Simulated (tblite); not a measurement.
Species: C4H9ClO2Si2.
Structure used (GFN2-xTB), in Å, numbered top down from 1:
```xyz
18
C4H9ClO2Si2 angstrom
C      2.264   -1.533   -0.860
O      1.364   -0.786   -0.098
Si     0.440   -1.253    1.146
C     -0.658    0.257    1.384
C     -1.139    1.082    0.443
C     -1.883    2.269    0.860
O     -2.158    3.189    0.129
Si    -0.897    0.959   -1.436
Cl    -1.189   -0.961   -2.001
H      3.035   -1.980   -0.228
H      2.734   -0.862   -1.580
H      1.742   -2.328   -1.396
H     -0.359   -2.451    0.872
H      1.257   -1.473    2.345
H     -0.909    0.484    2.417
H     -2.166    2.290    1.932
H     -1.934    1.715   -2.125
H      0.447    1.387   -1.815
```

Computed with GFN2-xTB (tblite): harmonic, unscaled wavenumbers at the GFN2-xTB geometry, gas phase. The method is semi-empirical: single wavenumbers can be off by several per cent or more. Modes of hydrogen on silicon can be 10 to 20 % off. One conformer, not necessarily the lowest.

Harmonic wavenumbers (cm⁻¹): 37.1, 51.5, 57.6, 68.5, 88.0, 108.4, 128.9, 156.4, 178.6, 212.8, 243.3, 337.9, 388.6, 474.7, 498.6, 509.3, 580.3, 582.4, 595.7, 604.6, 715.3, 743.5, 760.9, 774.2, 788.2, 813.2, 849.8, 936.7, 1120.8, 1130.3, 1137.8, 1161.8, 1285.2, 1372.3, 1416.1, 1479.4, 1482.7, 1619.4, 1731.6, 2208.6, 2249.6, 2274.9, 2319.6, 2734.7, 2959.8, 2972.5, 2987.9, 2996.1.

A = 1306, B = 729.7, C = 552.2 MHz; mass 179.983 u (most abundant isotopes); point group C1, symmetry number 1.

Question: Zero-point energy?

Answer: ½Σν̃ = 25463 cm⁻¹ = 304.61 kJ/mol.

Question: Entropy at 350 K, 1 bar (ideal gas, RRHO, classical rotation)?

Answer: Translation 176.95, rotation 130.83, vibration 219.22: S = 527.0 J/(mol K).

Question: And Cp and H(350 K) − H(0)?

Answer: Cp = 216.48 J/(mol K), of which vibrations give 183.23 (their classical limit is 48 R = 399.1); H(350 K) − H(0) = 48.34 kJ/mol without the zero-point energy, 36.70 from vibrations.

Question: Blend soft modes into free rotors: weight 1/[1 + (100 cm⁻¹/ν̃)⁴] for the oscillator and the rest for a rotor with moment μB/(μ + B), μ = h/(8π²ν), B = 10⁻⁴⁴ kg m². What vibrational entropy results?

Answer: 193.64 J/(mol K) in place of 219.22, which changes −T·S at 350 K by +8.95 kJ/mol.

Question: Which modes carry the vibrational entropy at 350 K?

Answer: 37.1 cm⁻¹: 23.96; 51.5 cm⁻¹: 21.24; 57.6 cm⁻¹: 20.31; 68.5 cm⁻¹: 18.88; 88.0 cm⁻¹: 16.81; 108.4 cm⁻¹: 15.10 J/(mol K); the other 42 give 102.92 together.

Question: How do the functions run with temperature in this model?

Answer: 
```
T (K)  S (J/(mol K))  Cp (J/(mol K))  H − H(0) (kJ/mol)  G − H(0) (kJ/mol)  ln q(vib)
  100          335.4           107.2               7.27             -26.27       3.59
  200          424.2           154.2              20.34             -64.49       8.00
  300          495.1           197.5              37.98            -110.55      11.92
  500          612.4           262.7              84.46            -221.74      18.89
  800          750.2           322.9             173.11            -427.03      27.88
 1000          825.1           348.6             240.40            -584.75      33.11
```

q(vib) and H(0) count from the zero-point level.

Question: What must be added to the electronic energy to get the Gibbs energy at 350 K and 1 bar?

Answer: ZPE + [H(350 K) − H(0)] − T·S = 304.61 + 48.34 − 184.45 = 168.50 kJ/mol.

Hindered rotation and anharmonicity are outside this model. Other conformers, if any are populated, would add a mixing term that is left out. The structure is chiral; the term R ln 2 for an equal mix with its mirror image is left out.

The run took 1.0 s on one thread, Arm Neoverse V1 (aarch64), no GPU, shared host. The figure is for the frequency step alone.
